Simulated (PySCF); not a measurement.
A homologous series of growing length: n-germane mercapto/mercapto. All species are isolated molecules in the gas phase. One relaxed conformer stands for each flexible species; it need not be the lowest. Strings in code marks are SMILES. All members: neutral, multiplicity 1. Level: B3LYP-D3(BJ)/def2-TZVP // B3LYP-D3(BJ)/def2-SVP (PySCF), beside PBE-D3(BJ)/def2-TZVP // B3LYP-D3(BJ)/def2-SVP (PySCF) at the same geometries. B3LYP has the VWN-RPA correlation part, as in Gaussian.  Orbital energies are measured against the vacuum level.

```tsv
species	HOMO, PBE (eV)	HOMO, B3LYP-D3(BJ) (eV)
`[SH][GeH2][SH]` (H–S–Ge–S torsion -140°, S–Ge–S–H torsion -140°)	-6.14	-7.11
`[SH][GeH2][GeH2][GeH2][GeH2][GeH2][SH]`	-5.94	-6.80
`[SH][GeH2][GeH2][SH]`	-5.89	-6.81
`[SH][GeH2][GeH2][GeH2][SH]`	-5.86	-6.76
`[SH][GeH2][GeH2][GeH2][GeH2][SH]`	-5.85	withheld
`[SH][GeH2][GeH2][GeH2][GeH2][GeH2][GeH2][SH]`	-5.82	-6.65
```

Question: Fit y = a + b·x, y being the HOMO at the first level, to the 5 complete rows by least squares, with x = the PBE value in eV. Give a, b and the rms residual, and predict the withheld value.

Answer: Means of the 5 rows: x̄ = -5.93, ȳ = -6.826 eV. Σ(x − x̄)² = 0.0628 and Σ(x − x̄)(y − ȳ) = 0.084, so b = 1.338 and a = ȳ − b·x̄ = 1.108 eV. The rms residual is 0.030 eV. At x = -5.85 the line gives -6.72 eV. The run for `[SH][GeH2][GeH2][GeH2][GeH2][SH]` gave -6.72 eV, so the line is off by 0.00 eV, within twice the rms residual.

Codes: PySCF.
